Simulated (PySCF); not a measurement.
A structure optimised at B3LYP-D3(BJ)/def2-SVP, used in a PySCF frequency run:

```
W
O 1 1.7035
O 1 1.7035 2 106.19
F 1 1.8671 2 109.43 3 -118.01
Cl 1 2.2822 2 108.53 3 116.50
```
Charge 0, spin multiplicity 1.

Question: Write its SMILES, formula and point group.

Answer: [O]=[W](=[O])([F])[Cl], ClFO2W, Cs

Question: What are its rotational constants (standard atomic weights)?

Answer: 3.6796, 1.9678, 1.8350 GHz
